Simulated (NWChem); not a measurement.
# AlF4 anion; SMILES [F][Al-]([F])([F])[F]

B3LYP is NWChem's, with the RPA form of VWN correlation.

**Question.** Give the equilibrium geometry at B3LYP/def2-SVPD (NWChem) as an XYZ file, with the point group.

**Answer.** point group Td; any orientation.
```
5

Al     0.0000     0.0000     0.0000
F      1.1152    -0.9727    -0.8700
F     -1.0897    -1.0093     0.8606
F      0.8526     0.9969     1.1073
F     -0.8781     0.9851    -1.0979
```
